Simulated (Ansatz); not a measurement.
`C[O][GeH]([OH])[Cl]` + H₂S → `C[O][GeH]([SH])[Cl]` + H₂O  (ligand exchange at a Ge–O bond)

Gas-phase electronic energies from Ansatz, PBE0-D4/def2-TZVP geometries. CCSD(T)/CBS adds triple-zeta CCSD(T) − MP2 to the extrapolated MP2 energy (def2 sets, frozen cores). This one scheme is used for every species. DFT in def2-TZVPP. B3LYP here is the variant with VWN-RPA as its local correlation; programs differ in this. For Ge outer-core shells are correlated without core-valence functions, which leaves a few kJ/mol of doubt a bond. Scalar relativity is left out up to krypton. One conformer a species, not always the lowest.

`C[O][GeH]([OH])[Cl]`:

```xyz
10

C     1.602   -0.051   -0.436
O     0.545   -0.440    0.417
Ge   -1.129   -0.109   -0.004
O    -2.078   -0.496    1.414
Cl   -1.265    1.991   -0.462
H     1.562   -0.574   -1.399
H     2.538   -0.317    0.059
H     1.599    1.028   -0.621
H    -1.664   -0.913   -1.186
H    -1.712   -0.119    2.218
```

H₂S:

Cartesian coordinates in Å:
```
S 0.514 -0.232 0.256
H -0.442 0.604 0.686
H -0.071 -0.371 -0.943
```

`C[O][GeH]([SH])[Cl]`:

Cartesian coordinates in Å:
```
C -1.519 0.043 -0.429
O -0.312 0.116 -1.158
Ge 1.232 -0.068 -0.338
S 1.454 1.345 1.348
Cl 1.315 -2.057 0.484
H -2.334 0.267 -1.120
H -1.678 -0.959 -0.015
H -1.544 0.772 0.388
H 2.299 0.118 -1.412
H 1.086 0.423 2.253
```

H₂O:

Cartesian coordinates in Å:
```
O -0.279 -0.257 0.085
H 0.362 -0.306 -0.627
H -0.083 0.564 0.541
```

Question: Is it downhill or uphill in electronic energy at CCSD(T)/CBS, and by how much? (An estimate is asked.)

Answer: Computed: Downhill: ΔE = -0.13 eV.

Question: What do these levels give: PBE-D4, PBE0-D4, B3LYP-D4, ωB97M-V, r2SCAN, B3LYP, MP2/def2-TZVPP, SCS-MP2/def2-TZVPP, CCSD(T)/def2-TZVPP, HF/def2-QZVPP, MP2/def2-QZVPP, SCS-MP2/def2-QZVPP? (Estimate.)

Answer: Ansatz gave: PBE-D4 -0.20, PBE0-D4 -0.19, B3LYP-D4 -0.12, ωB97M-V -0.10, r2SCAN -0.10, B3LYP -0.05, MP2/def2-TZVPP -0.12, SCS-MP2/def2-TZVPP -0.05, CCSD(T)/def2-TZVPP -0.07, HF/def2-QZVPP 0.08, MP2/def2-QZVPP -0.15, SCS-MP2/def2-QZVPP -0.08 eV.

Largest T1 diagnostic among the species: 0.011.

The D4 term adds −0.07 eV with B3LYP and −0.04 eV with PBE0; it sums over pairs of atoms, weighted by their polarisabilities, and B3LYP, whose exchange is more repulsive, gets the larger term. In def2-TZVPP, CCSD(T) changes the Hartree–Fock value by −0.14 eV (the triples alone add −0.03 eV) and MP2 by −0.19 eV.
